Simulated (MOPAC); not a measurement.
Job for MOPAC: PM6 on BH3O2Se (SMILES OB(O)[SeH]), a point of a torsion scan.

```
PM6 1SCF PRECISE CHARGE=0 THREADS=1
BH3O2Se

O     -0.94888705 1    -1.20488863 1    -0.26485956 1
B     -0.21440968 1    -0.12999817 1     0.03536944 1
O     -0.73138477 1     1.10485241 1     0.04694656 1
Se     1.65226734 1    -0.53202579 1     0.55603116 1
H     -1.86435240 1    -1.05584601 1    -0.50335701 1
H     -0.17293020 1     1.84548821 1     0.27970092 1
H      1.77464151 1    -1.71474727 1    -0.23229107 1
```

It printed:

```
*******************************************************************************
 **                                                                           **
 **                              MOPAC v23.2.5                                **
 **                                                                           **
 *******************************************************************************
 ** MOPAC's Digital Object Identifier: https://doi.org/10.5281/zenodo.6511958 **
 **                                                                           **
 ** Please cite the open-source release paper for use of this MOPAC version:  **
 ** J. E. Moussa and J. J. P. Stewart (2026)                                  **
 ** MOPAC: An open-source semiempirical molecular orbital program             **
 ** J. Open Source Softw., 11(119), 8025, https://doi.org/10.21105/joss.08025 **
 *******************************************************************************

                              PM6 CALCULATION RESULTS

 *******************************************************************************
 *  PM6        - The PM6 Hamiltonian to be used
 *
 *
 *
 *                 CHARGE ON SYSTEM = 0
 *
 *
 *
 *  PRECISE    - TIGHTER CRITERIA TO BE USED
 *  1SCF       - DO 1 SCF AND THEN STOP
 *  THREADS=1  - MULTI-THREADING NOT USED
 *  T=         - A TIME OF 172800.0 SECONDS REQUESTED
 *  DUMP=N     - RESTART FILE WRITTEN EVERY 7200.0 SECONDS REQUESTED
 *******************************************************************************
PM6 1SCF PRECISE CHARGE=0 THREADS=1
 BH3O2Se

   ATOM   CHEMICAL          X               Y               Z
  NUMBER   SYMBOL      (ANGSTROMS)     (ANGSTROMS)     (ANGSTROMS)

     1       O         -0.94888705  *  -1.20488863  *  -0.26485956  *
     2       B         -0.21440968  *  -0.12999817  *   0.03536944  *
     3       O         -0.73138477  *   1.10485241  *   0.04694656  *
     4      Se          1.65226734  *  -0.53202579  *   0.55603116  *
     5       H         -1.86435240  *  -1.05584601  *  -0.50335701  *
     6       H         -0.17293020  *   1.84548821  *   0.27970092  *
     7       H          1.77464151  *  -1.71474727  *  -0.23229107  *



          CARTESIAN COORDINATES

    NO.       ATOM           X           Y           Z

     1         O         -0.9489     -1.2049     -0.2649
     2         B         -0.2144     -0.1300      0.0354
     3         O         -0.7314      1.1049      0.0469
     4        Se          1.6523     -0.5320      0.5560
     5         H         -1.8644     -1.0558     -0.5034
     6         H         -0.1729      1.8455      0.2797
     7         H          1.7746     -1.7147     -0.2323

 General Reference for PM6:
 "Optimization of Parameters for Semiempirical Methods V: Modification of NDDO Approximations
 and Application to 70 Elements", J. J. P. Stewart, J. Mol. Mod., 13, 1173-1213 (2007)
 URL: https://link.springer.com/article/10.1007/s00894-007-0233-4

           Empirical Formula: H3 O2 B Se  =     7 atoms



      MOLECULAR POINT GROUP   :   C1


      RHF CALCULATION, NO. OF DOUBLY OCCUPIED LEVELS = 12


 -------------------------------------------------------------------------------
 PM6 1SCF PRECISE CHARGE=0 THREADS=1
 BH3O2Se



     1SCF WAS SPECIFIED, SO BFGS WAS NOT USED
     SCF FIELD WAS ACHIEVED


                              PM6 CALCULATION
                                                       MOPAC v23.2.5 Linux




          FINAL HEAT OF FORMATION =         61.84550 KCAL/MOL =     258.76159 KJ/MOL


          COSMO AREA              =        105.67 SQUARE ANGSTROMS
          COSMO VOLUME            =         90.44 CUBIC ANGSTROMS

          IONIZATION POTENTIAL    =          8.891462 EV
          HOMO LUMO ENERGIES (EV) =         -8.891 -0.438
          NO. OF FILLED LEVELS    =         12
          MOLECULAR WEIGHT        =        124.7925         POINT GROUP:  C1

          MOLECULAR DIMENSIONS (Angstroms)

            Atom       Atom       Distance
            H     7    H     6     4.09029
            H     5   Se     4     3.54742
            O     1    H     6     0.49145


          SCF CALCULATIONS        =          1





   ATOM   CHEMICAL          X               Y               Z
  NUMBER   SYMBOL      (ANGSTROMS)     (ANGSTROMS)     (ANGSTROMS)

     1       O         -0.94888705  *  -1.20488863  *  -0.26485956  *
     2       B         -0.21440968  *  -0.12999817  *   0.03536944  *
     3       O         -0.73138477  *   1.10485241  *   0.04694656  *
     4      Se          1.65226734  *  -0.53202579  *   0.55603116  *
     5       H         -1.86435240  *  -1.05584601  *  -0.50335701  *
     6       H         -0.17293020  *   1.84548821  *   0.27970092  *
     7       H          1.77464151  *  -1.71474727  *  -0.23229107  *

                             CARTESIAN COORDINATES

   1    O       -0.948887050    -1.204888630    -0.264859560
   2    B       -0.214409680    -0.129998170     0.035369440
   3    O       -0.731384770     1.104852410     0.046946560
   4   Se        1.652267340    -0.532025790     0.556031160
   5    H       -1.864352400    -1.055846010    -0.503357010
   6    H       -0.172930200     1.845488210     0.279700920
   7    H        1.774641510    -1.714747270    -0.232291070


           Empirical Formula: H3 O2 B Se  =     7 atoms



      MOLECULAR POINT GROUP   :   C1


                  EIGENVALUES
 -31.20391 -30.94719 -23.26172 -20.92181 -19.91863 -15.82787 -15.10419 -14.04325
 -13.58249 -12.69895 -11.09736  -8.89146  -0.43763   1.06129   2.08509   2.49786
   3.35080   4.91922   5.28242


              NET ATOMIC CHARGES AND DIPOLE CONTRIBUTIONS

  ATOM NO.   TYPE          CHARGE      No. of ELECS.   s-Pop       p-Pop
    1          O          -0.490337        6.4903     1.70773     4.78261
    2          B           0.364180        2.6358     0.92057     1.71525
    3          O          -0.529643        6.5296     1.68906     4.84058
    4         Se          -0.144833        6.1448     1.98830     4.15653
    5          H           0.338783        0.6612     0.66122
    6          H           0.361986        0.6380     0.63801
    7          H           0.099864        0.9001     0.90014
 DIPOLE           X         Y         Z       TOTAL
 POINT-CHG.     0.088     0.838    -0.265     0.883
 HYBRID        -0.646    -0.001    -0.422     0.771
 SUM           -0.558     0.837    -0.687     1.218


          ATOMIC ORBITAL ELECTRON POPULATIONS

     Atom    s        px        py        pz
    1  O   1.70773   1.38926   1.61127   1.78209
    2  B   0.92057   0.67581   0.60823   0.43120
    3  O   1.68906   1.67170   1.36221   1.80667
    4 Se   1.98830   1.21219   1.36048   1.58386
    5  H   0.66122
    6  H   0.63801
    7  H   0.90014

 **********************
 *                    *
 * JOB ENDED NORMALLY *
 *                    *
 **********************




 == MOPAC DONE ==
```

The run finished.

Cost: about 0.010 core-seconds (a rough figure).
